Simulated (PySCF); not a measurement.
From one molecule to another.

First species: C9H9O (charge +1).
SMILES: `c1(cc(C)c(C#[O+])cc1)C`

Second species: ClGe2H5.
SMILES: `[Cl][GeH2][GeH3]`

Levels: wB97X-D/def2-SVPD for HOMO energy, LUMO energy, HOMO–LUMO gap, static isotropic polarisability and electronic spatial extent ⟨r²⟩ about the centre of nuclear charge; TDDFT wB97X-D/def2-SVPD for lowest singlet excitation; TDA wB97X-D/def2-SVPD for lowest triplet excitation (Tamm–Dancoff); ΔSCF wB97X-D/def2-SVPD for vertical ionisation energy; PBE0-D3(BJ)/def2-SVP for rotational constant A and rotational constant C. Geometries: PBE0-D3(BJ)/def2-SVP. Each species is one conformer at its optimised geometry, gas phase, non-relativistic unless stated. Electronic properties by PySCF.

Values for the first species:

```
HOMO energy                                                       : -14.01 eV
LUMO energy                                                       : -5.72 eV
HOMO–LUMO gap                                                     : 8.29 eV
Lowest singlet excitation                                         : 4.21 eV
Lowest triplet excitation (Tamm–Dancoff)                          : 3.18 eV
Static isotropic polarisability                                   : 106.9 au
Vertical ionisation energy                                        : 14.03 eV
Electronic spatial extent ⟨r²⟩ about the centre of nuclear charge : 1554 bohr²
Rotational constant A                                             : 2.734 GHz
Rotational constant C                                             : 0.704 GHz
```

Q: Estimate the same properties for the second species, and the change in each.

A: 
```json
{"property": "HOMO energy", "first": "-14.01 eV", "second": "-9.91 eV", "second less first": "+4.10 eV"}
{"property": "LUMO energy", "first": "-5.72 eV", "second": "0.89 eV", "second less first": "+6.61 eV"}
{"property": "HOMO–LUMO gap", "first": "8.29 eV", "second": "10.80 eV", "second less first": "+2.51 eV"}
{"property": "lowest singlet excitation", "first": "4.21 eV", "second": "6.23 eV", "second less first": "+2.02 eV"}
{"property": "lowest triplet excitation (Tamm–Dancoff)", "first": "3.18 eV", "second": "5.70 eV", "second less first": "+2.52 eV"}
{"property": "static isotropic polarisability", "first": "106.9 au", "second": "80.2 au", "second less first": "-26.7 au"}
{"property": "vertical ionisation energy", "first": "14.03 eV", "second": "10.21 eV", "second less first": "-3.82 eV"}
{"property": "electronic spatial extent ⟨r²⟩ about the centre of nuclear charge", "first": "1554 bohr²", "second": "925 bohr²", "second less first": "-629 bohr²"}
{"property": "rotational constant A", "first": "2.734 GHz", "second": "5.712 GHz", "second less first": "+2.978 GHz"}
{"property": "rotational constant C", "first": "0.704 GHz", "second": "1.105 GHz", "second less first": "+0.401 GHz"}
```

On the first: S1 lies 4.08 eV below the HOMO–LUMO gap; its leading configuration is HOMO→LUMO, weight 0.95. The principal polarisabilities are 60.0, 104.7 and 156.1 au; their mean is the isotropic value.

On the second: The vertical singlet–triplet gap S1 − T1 is 0.53 eV (TDDFT singlet less Tamm–Dancoff triplet; S1: HOMO→LUMO, weight 0.92; T1: HOMO→LUMO, weight 0.93). No computed singlet falls in the visible range (750 to 380 nm, 1.65 to 3.26 eV); S1 lies 2.97 eV above its blue end. Relativistic effects, spin–orbit coupling among them, are left out although an element past zinc is present.
